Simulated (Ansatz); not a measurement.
```xyz
9

O    -0.758   -0.651    1.721
Si   -1.102   -0.476    0.129
O     0.105    0.260   -0.690
Si    1.709    0.276   -1.028
H    -0.770    0.128    2.278
H    -2.303    0.371   -0.068
H    -1.286   -1.851   -0.382
H     1.929    1.243   -2.141
H     2.477    0.698    0.180
```

Charge 0, multiplicity 2.

(1) List the ωB97M-V/def2-TZVPP orbital energies in eV (Ansatz 0.2.0). (Best estimate.)

## Answers

(1) Computed: α occupied: -1807.90, -1807.68, -526.39, -526.33, -148.81, -148.65, -102.96, -102.93, -102.90, -102.87, -102.75, -102.70, -31.30, -30.72, -19.49, -17.89, -15.62, -14.66, -14.42, -13.95, -12.90, -12.31, -11.52, -11.32, -7.79. α empty: 1.71, 2.16, 3.21, 3.34, 3.47, 3.84, 4.24, 4.96. β occupied: -1807.90, -1807.59, -526.33, -526.32, -148.81, -148.54, -102.96, -102.93, -102.90, -102.69, -102.63, -102.59, -31.26, -30.61, -19.36, -17.73, -15.34, -14.57, -14.18, -13.78, -12.77, -12.24, -11.35, -11.19. β empty: -0.57, 1.82, 2.23, 3.26, 3.54, 3.64, 3.92, 4.26. ⟨S²⟩ = 0.751.
